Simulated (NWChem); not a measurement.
C2H8OSi; SMILES [SiH2](CC)O

```xyz
12

Si     0.4966    -0.7617     0.1272
O     -0.9172    -1.5533    -0.2913
C      0.5246     1.0445    -0.4208
C     -0.5814     1.9175     0.1995
H      1.5756    -1.5235    -0.5514
H      0.7112    -0.8088     1.6072
H     -1.7172    -1.2791     0.1771
H      0.4609     1.0798    -1.5169
H      1.5131     1.4531    -0.1627
H     -0.5165     1.9297     1.2945
H     -0.5184     2.9567    -0.1442
H     -1.5791     1.5486    -0.0692
```
Atoms are numbered in this order, from 1.

Coordinates come from a B3LYP/6-31G* (spherical d) optimisation.

### Question
Give the principal values of the shielding tensors (ppm) of Si1, O2, C3, C4 from LDA (Slater exchange, VWN5)/pcSseg-1, GIAO (NWChem), with their diamagnetic and paramagnetic parts as GIAO splits them.

### Answer
```json
[
 {"atom": "Si1", "σ11": "258.4", "σ22": "316.2", "σ33": "385.2", "isotropic": "319.9", "diamagnetic": "881.6", "paramagnetic": "-561.6"},
 {"atom": "O2", "σ11": "283.6", "σ22": "325.8", "σ33": "340.1", "isotropic": "316.5", "diamagnetic": "390.0", "paramagnetic": "-73.5"},
 {"atom": "C3", "σ11": "155.6", "σ22": "171.1", "σ33": "176.4", "isotropic": "167.7", "diamagnetic": "254.0", "paramagnetic": "-86.3"},
 {"atom": "C4", "σ11": "163.6", "σ22": "173.1", "σ33": "186.8", "isotropic": "174.5", "diamagnetic": "250.0", "paramagnetic": "-75.5"}
]
```
